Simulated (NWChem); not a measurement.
Species: ZrH4O2; SMILES [OH][ZrH2][OH]

```xyz
7

Zr     0.0000     0.0000    -0.2864
O      1.6200    -0.0044     0.7121
H      2.3078     0.0469     1.3760
O     -1.6200     0.0044     0.7121
H     -2.3078    -0.0469     1.3760
H     -0.0030    -1.5387    -1.3454
H      0.0030     1.5387    -1.3454
```
Atoms are numbered in this order, from 1.

All runs: NWChem. The geometry was optimised at PBE0/def2-SVP. def2 effective core potentials on Zr; no spin-orbit coupling. Ions are spin-unrestricted doublets at the neutral geometry; other ion states weren't tried.

```
level               vertical ionisation energy, ΔSCF (eV)  −ε(HOMO) (eV)  ΔSCF minus −ε(HOMO) (eV)
------------------  -------------------------------------  -------------  ------------------------
B3LYP/def2-SVP                                       9.78           7.32                      2.46
PBE/def2-SVP                                         9.36           6.16                      3.20
CAM-B3LYP/def2-SVP                                  10.01           8.97                      1.04
BHandHLYP/def2-SVP                                  10.06           8.84                      1.22
LRC-wPBEh/def2-SVP                                  12.05           9.46                      2.59
```
